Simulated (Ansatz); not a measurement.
Ansatz results at the PBE0-D4/def2-TZVP geometry: HOMO energy (PBE/def2-TZVPP) -6.21 eV; LUMO energy (ωB97M-V/def2-TZVPP) -0.59 eV; HOMO–LUMO gap (B3LYP/def2-TZVPP) 4.73 eV.

**Question.** Which molecule gave them?
A. `C[SiH]([AlH2])Cl`
B. `CCC[CH](Cl)[InH2]`
C. `C1N[SiH2][SiH2]1`
D. `C[N]1[AlH][CH]1[SiH3]`

**Answer.** A. The others give `C1N[SiH2][SiH2]1`: -5.43, 1.47, 6.19; `C[N]1[AlH][CH]1[SiH3]`: -4.90, 0.59, 4.66; `CCC[CH](Cl)[InH2]`: -5.77, 0.18, 5.14.

B3LYP here is the variant with VWN-RPA as its local correlation; programs differ in this.
